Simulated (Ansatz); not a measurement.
C₂H₆GaO₂ (`C[O][Ga][O]C`) radical, relaxed with UKS PBE0-D4/def2-TZVP in the Gaussian-basis code of Ansatz from a GFN2-xTB geometry. The force threshold is 0.005 eV/Å; the program also tests the step.

Charge 0, multiplicity 2.

Start:

```xyz
11

C    -0.677    1.787    1.529
O    -1.620    1.133    0.727
Ga   -1.526   -0.202   -0.563
O     0.136   -0.890   -0.816
C     1.053   -1.761   -1.414
H    -1.060    1.811    2.555
H     0.288    1.272    1.540
H    -0.523    2.808    1.168
H     1.997   -1.223   -1.559
H     0.706   -2.103   -2.393
H     1.225   -2.632   -0.775
```

(1) By how much does the energy fall, and how many steps does the optimiser take? (Best estimate.)

(2) Which bonds change most? (Estimate.)

(3) Give the relaxed structure. (Estimate.)

Answers

(1) Computed: 26.65 kJ/mol, in 33 steps, 7 of them rejected.

(2) The calculation gave: O2–Ga3 from 1.858 to 1.791 Å; Ga3–O4 from 1.817 to 1.804 Å; C1–O2 from 1.400 to 1.412 Å; O4–C5 from 1.398 to 1.402 Å.

(3) Ansatz gave: 
```xyz
11

C    -0.696    1.735    1.393
O    -1.718    0.978    0.778
Ga   -1.347   -0.387   -0.321
O     0.419   -0.681   -0.549
C     1.016   -1.673   -1.341
H    -0.803    1.675    2.482
H     0.311    1.396    1.130
H    -0.791    2.785    1.098
H     2.102   -1.553   -1.272
H     0.738   -1.591   -2.398
H     0.769   -2.685   -1.000
```
